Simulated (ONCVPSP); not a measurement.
Varying the ONCV potential for hafnium

Base potential:

hafnium (Hf), optimised norm-conserving Vanderbilt (ONCV), made with ONCVPSP 4.0.1 (LDA (Perdew-Zunger), scalar-relativistic). Core [Kr] 4d10 4f14, reference 5s2 5p6 5d2 6s1 (charge +1). Waves: 5s+6s: rc 1.60 bohr, ncon 4, nbas 9, qcut 5.9 1/bohr, 2 projectors; 5p: rc 1.30 bohr, ncon 4, nbas 7, qcut 7.4 1/bohr, 2 projectors, debl 2.6 Ha; 5d: rc 2.95 bohr, ncon 3, nbas 8, qcut 4.4 1/bohr, 2 projectors, debl 3.4 Ha. Local part: polynomial inside 1.25 bohr (lpopt 5, dvloc0 1 Ha). Core correction: Teter function, fcfact 5.5, rcfact 1.45.

Cutoffs, loose and tight: the cutoffs (Ha) at which the residual kinetic energy of the hardest occupied pseudo-wave falls to 1 and 0.1 mHa per electron. They do not see the model core or the augmentation charge, which bear on the density cutoff. Test errors are all-electron minus pseudo excitation energies from the reference, over the configurations 5s2 5p6 5d2 6s2; 5s2 5p6 5d2 6s0; 5s2 5p6 5d1 6s0; 5s2 5p6 5d2 6s1.5. A dash means not determined; rows that change the core or the reference have their own tests.

```tsv
change	outcome	cutoff, loose	cutoff, tight	bound ghosts	GHOST(+) flags above zero	largest test error (meV)
base	generated	27 Ha	74 Ha	none	s	+26
all radii but the core radius scaled by about 1.08 (s 1.72, p 1.40, d 3.18 bohr); local potential polynomial inside 1.34 bohr (lpopt 5, dvloc0 1 Ha)	generated	25 Ha	61 Ha	none	s	+44
d: qcut 3.6	generated	27 Ha	74 Ha	none	s, d	+75
```

Question: What comes out with this change to the base: p: qcut 7.5?

Answer: outcome: generated; cutoff, loose: 27 Ha; cutoff, tight: 72 Ha; bound ghosts: none; GHOST(+) flags above zero: s; largest test error (meV): +26.

Question: What comes out with this change to the base: d: debl 4.1?

Answer: outcome: generated; cutoff, loose: 27 Ha; cutoff, tight: 74 Ha; bound ghosts: none; GHOST(+) flags above zero: s; largest test error (meV): +22.
